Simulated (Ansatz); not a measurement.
Isomers of CH$_{5}$FGeSSi, relaxed with PBE0-D4/def2-TZVP in Ansatz; electronic energies, one conformer each and not always the lowest. Functionals use def2-TZVPP; CBS adds triple-zeta CCSD(T) − MP2 to the MP2 limit of def2-TZVPP and def2-QZVPP.

Outer-core shells of Ge are correlated without core-valence functions. Scalar relativity is left out up to krypton. Spin–orbit coupling is left out.

Q: Order them by energy at frozen-core CCSD(T)/CBS, lowest first. (Estimate.)
A. `F[Si]1([GeH3])CS1`
B. `F[Si@H]1S[C@@H]1[GeH3]`
C. `F[SiH]1C[S][GeH2]1`
D. `[F][GeH]1[CH2][SiH2][S]1`

A: D (0.0 kJ/mol), C (40.5 kJ/mol), A (77.6 kJ/mol), B (101.1 kJ/mol).

Q: How do B3LYP-D4, ωB97M-V, B3LYP, HF/CBS(def2) place them (kJ/mol, against `[F][GeH]1[CH2][SiH2][S]1`)? (An estimate is asked.)

A: Ansatz gave: 
```tsv
isomer	B3LYP-D4	ωB97M-V	B3LYP	HF/CBS(def2)
`F[Si]1([GeH3])CS1`	69.8	78.0	66.0	89.8
`F[Si@H]1S[C@@H]1[GeH3]`	101.5	105.0	99.8	111.0
`F[SiH]1C[S][GeH2]1`	36.1	42.0	35.7	55.1
```

B3LYP here is the variant with VWN-RPA as its local correlation; programs differ in this.
